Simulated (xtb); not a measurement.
C3H7NO, triplet, from a rough starting geometry (a higher spin typed on purpose: for a closed-shell molecule this is an excited state); GFN2-xTB (xtb 6.7.1).

The xtb input:
```
$ xtb mol.xyz --gfn 2 --uhf 2 --opt vtight --json

# file mol.xyz
12

C      1.32122967     0.13833734     0.23346055
N     -0.03718154     0.20514362    -0.00237118
C     -0.78314376    -1.12458227     0.14952533
C     -0.69429448     1.24427039    -0.48991671
O     -1.91923766     1.27117615    -0.72456360
H      1.76625576     1.13731880     0.12330675
H      1.56146779    -0.23846765     1.27362140
H      1.86402502    -0.48952461    -0.47822196
H     -1.80309345    -0.88513597    -0.05514770
H     -0.41925189    -1.85733088    -0.59496041
H     -0.64696481    -1.53960709     1.09315502
H     -0.03046239     2.10845328    -0.51618522
```

Write the output that xtb gives for this input, abridged.


```
   ID    Z sym.   atoms
    1    6 C      1, 3, 4
    2    7 N      2
    3    8 O      5
    4    1 H      6-12

           -------------------------------------------------
          |                Calculation Setup                |
           -------------------------------------------------

           -------------------------------------------------
          |                 G F N 2 - x T B                 |
           -------------------------------------------------

          ...................................................
          :                      SETUP                      :
          :.................................................:
          :  # basis functions                  27          :
          :  # atomic orbitals                  27          :
          :  # shells                           17          :
          :  # electrons                        30          :
          :  max. iterations                   250          :
          :  Hamiltonian                  GFN2-xTB          :
          :  restarted?                      false          :
          :  GBSA solvation                  false          :
          :  PC potential                    false          :
          :  electronic temp.          300.0000000     K    :
          :  accuracy                    1.0000000          :
          :  -> integral cutoff          0.2500000E+02      :
          :  -> integral neglect         0.1000000E-07      :
          :  -> SCF convergence          0.1000000E-05 Eh   :
          :  -> wf. convergence          0.1000000E-03 e    :
          :  Broyden damping             0.4000000          :
          :  net charge                          0          :
          :  unpaired electrons                  2          :
          ...................................................

 iter      E             dE          RMSdq      gap      omega  full diag
   1    -16.8516515 -0.168517E+02  0.387E+00    4.59       0.0  T
   2    -16.9158981 -0.642467E-01  0.345E+00    2.71       1.0  T
   3    -16.9636322 -0.477341E-01  0.211E+00    3.40       1.0  T
   4    -16.9179444  0.456879E-01  0.251E+00    4.17       1.0  T
   5    -16.9730781 -0.551337E-01  0.770E-01    3.72       1.0  T
   6    -16.9767879 -0.370985E-02  0.286E-01    3.63       1.0  T
   7    -16.9741597  0.262822E-02  0.615E-01    3.69       1.0  T
   8    -16.9767446 -0.258494E-02  0.267E-01    3.63       1.0  T
   9    -16.9773879 -0.643227E-03  0.459E-02    3.65       1.0  T
  10    -16.9773931 -0.526857E-05  0.354E-02    3.65       1.0  T
  11    -16.9773998 -0.663467E-05  0.200E-02    3.65       1.4  T
  12    -16.9774032 -0.343485E-05  0.158E-03    3.65      18.2  T
  13    -16.9774032  0.175914E-07  0.218E-03    3.65      13.3  T
  14    -16.9774032 -0.355831E-07  0.647E-04    3.65      44.6  T
  15    -16.9774032 -0.338817E-08  0.809E-05    3.65     356.7  T

   *** convergence criteria satisfied after 15 iterations ***

 transition dipole moment (au) for excitation:          15          16
     X       Y       Z
  -0.5185   0.4175  -0.1424  total (au/Debye):    0.681   1.730
 dE (eV)             :    5.857
 oscillator strength :  0.94038E-01

         :::::::::::::::::::::::::::::::::::::::::::::::::::::
         ::                     SUMMARY                     ::
         :::::::::::::::::::::::::::::::::::::::::::::::::::::
         :: total energy             -16.775244508058 Eh    ::
         :: gradient norm              0.212638461226 Eh/a0 ::
         :: HOMO-LUMO gap              3.651522211741 eV    ::
         ::.................................................::
         :: SCC energy               -16.977397263893 Eh    ::
         :: -> isotropic ES            0.026343138432 Eh    ::
         :: -> anisotropic ES          0.002338946933 Eh    ::
         :: -> anisotropic XC          0.004696944914 Eh    ::
         :: -> dispersion             -0.005809317837 Eh    ::
         :: repulsion energy           0.202152755835 Eh    ::
         :: add. restraining           0.000000000000 Eh    ::
         :: total charge              -0.000000000000 e     ::
         :::::::::::::::::::::::::::::::::::::::::::::::::::::

      -----------------------------------------------------------
     |                   =====================                   |
     |                        A N C O P T                        |
     |                   =====================                   |
     |               Approximate Normal Coordinate               |
     |                Rational Function Optimizer                |
      -----------------------------------------------------------
      -----------------------------------------------------------
     |                   =====================                   |
     |                        A N C O P T                        |
     |                   =====================                   |
     |               Approximate Normal Coordinate               |
     |                Rational Function Optimizer                |
      -----------------------------------------------------------

          ...................................................
          :                      SETUP                      :
          :.................................................:
          :   optimization level         verytight          :
          :   max. optcycles                   240          :
          :   ANC micro-cycles                  20          :
          :   degrees of freedom                30          :
          :.................................................:
          :   RF solver                   davidson          :
          :   write xtbopt.log                true          :
          :   linear?                        false          :
          :   energy convergence         0.1000000E-06 Eh   :
          :   grad. convergence          0.2000000E-03 Eh/α :
[...]
 * total energy  :   -16.8217652 Eh     change       -0.1120467E-03 Eh
 * total energy  :   -16.8218341 Eh     change       -0.6893565E-04 Eh
 * total energy  :   -16.8218639 Eh     change       -0.2973767E-04 Eh
 * total energy  :   -16.8218831 Eh     change       -0.1919068E-04 Eh
 * total energy  :   -16.8218892 Eh     change       -0.6098176E-05 Eh
 * total energy  :   -16.8218887 Eh     change        0.4962995E-06 Eh
 * total energy  :   -16.8218928 Eh     change       -0.4150191E-05 Eh
 * total energy  :   -16.8218936 Eh     change       -0.7731638E-06 Eh
 * total energy  :   -16.8218950 Eh     change       -0.1379616E-05 Eh
 * total energy  :   -16.8218952 Eh     change       -0.2079554E-06 Eh
 * total energy  :   -16.8218953 Eh     change       -0.1466946E-06 Eh
 * total energy  :   -16.8218953 Eh     change       -0.8286044E-08 Eh
   *** GEOMETRY OPTIMIZATION CONVERGED AFTER 60 ITERATIONS ***
         :: total energy             -16.821895341594 Eh    ::
[...]
         ::.................................................::
         :: SCC energy               -16.993231683297 Eh    ::
         :: -> isotropic ES            0.031795910088 Eh    ::
         :: -> anisotropic ES          0.002571864120 Eh    ::
         :: -> anisotropic XC          0.006598873036 Eh    ::
         :: -> dispersion             -0.005782339153 Eh    ::
         :: repulsion energy           0.171336341702 Eh    ::
         :: add. restraining           0.000000000000 Eh    ::
         :: total charge               0.000000000000 e     ::
         :::::::::::::::::::::::::::::::::::::::::::::::::::::

           -------------------------------------------------
          |                Property Printout                |
           -------------------------------------------------

    * Orbital Energies and Occupations

         #    Occupation            Energy/Eh            Energy/eV
      -------------------------------------------------------------
         1        2.0000           -0.6751219             -18.3710
       ...           ...                  ...                  ...
         4        2.0000           -0.6192440             -16.8505
         5        2.0000           -0.5788578             -15.7515
         6        2.0000           -0.5544698             -15.0879
         7        2.0000           -0.5489211             -14.9369
         8        2.0000           -0.5376824             -14.6311
         9        2.0000           -0.5055268             -13.7561
        10        2.0000           -0.5030598             -13.6890
        11        2.0000           -0.4881627             -13.2836
        12        2.0000           -0.4837373             -13.1632
        13        2.0000           -0.4594951             -12.5035
        14        2.0000           -0.4037947             -10.9878
        15        1.0000           -0.3756338             -10.2215
        16        1.0000           -0.2631861              -7.1617 (HOMO)
        17                          0.0030704               0.0836 (LUMO)
        18                          0.1000324               2.7220
        19                          0.1127950               3.0693
        20                          0.1218395               3.3154
        21                          0.1529676               4.1625
        22                          0.1610765               4.3831
        23                          0.1827447               4.9727
        24                          0.1884085               5.1269
        25                          0.2372558               6.4561
        26                          0.2657712               7.2320
        27                          0.4236987              11.5294
      -------------------------------------------------------------
                  HL-Gap            0.2662565 Eh            7.2452 eV
             Fermi-level           -0.2598860 Eh           -7.0719 eV

     #   Z          covCN         q      C6AA      α(0)
     1   6 C        3.698    -0.048    21.601     6.647
     2   7 N        2.724    -0.057    22.352     7.022
     3   6 C        3.702    -0.052    21.674     6.657
     4   6 C        2.700     0.087    26.051     8.354
     5   8 O        0.855    -0.389    21.463     6.211
     6   1 H        0.925     0.078     2.005     2.214
     7   1 H        0.924     0.065     2.145     2.291
     8   1 H        0.924     0.048     2.345     2.395
     9   1 H        0.925     0.072     2.067     2.248
    10   1 H        0.923     0.050     2.322     2.383
    11   1 H        0.924     0.069     2.093     2.262
    12   1 H        0.919     0.079     1.992     2.207

 Mol. C6AA /au·bohr⁶  :       1150.299753
 Mol. C8AA /au·bohr⁸  :      24247.253446
 Mol. α(0) /au        :         50.891440

Wiberg/Mayer (AO) data.
largest (>0.10) Wiberg bond orders for each atom

 ---------------------------------------------------------------------------
     #   Z sym  total        # sym  WBO       # sym  WBO       # sym  WBO
 ---------------------------------------------------------------------------
     1   6 C    3.975 --     2 N    1.009     6 H    0.978     7 H    0.962
                             8 H    0.957
     2   7 N    3.385 --     3 C    1.031     1 C    1.009     4 C    0.985
                             5 O    0.250
     3   6 C    3.975 --     2 N    1.031     9 H    0.980    11 H    0.963
                            10 H    0.959
     4   6 C    3.408 --     5 O    1.572     2 N    0.985    12 H    0.788
     5   8 O    1.982 --     4 C    1.572     2 N    0.250
     6   1 H    0.994 --     1 C    0.978
     7   1 H    0.995 --     1 C    0.962
     8   1 H    0.997 --     1 C    0.957
     9   1 H    0.995 --     3 C    0.980
    10   1 H    0.997 --     3 C    0.959
    11   1 H    0.995 --     3 C    0.963
    12   1 H    0.955 --     4 C    0.788
 ---------------------------------------------------------------------------

Topologies differ in total number of bonds
Writing topology from bond orders to xtbtopo.mol

molecular dipole:
                 x           y           z       tot (Debye)
 q only:        0.598      -1.758      -0.012
   full:        0.878      -1.985      -0.238       5.549
molecular quadrupole (traceless):
                xx          xy          yy          xz          yz          zz
 q only:        3.506       4.956      -6.988       0.946      -0.154       3.482
  q+dip:        2.942       5.538      -8.696       0.599      -0.578       5.754
   full:        3.174       5.785      -8.631       0.898      -0.614       5.457

optimized geometry written to: xtbopt.xyz

           -------------------------------------------------
          | TOTAL ENERGY              -16.821895341594 Eh   |
          | GRADIENT NORM               0.000051290135 Eh/α |
          | HOMO-LUMO GAP               7.245207958311 eV   |
           -------------------------------------------------
```
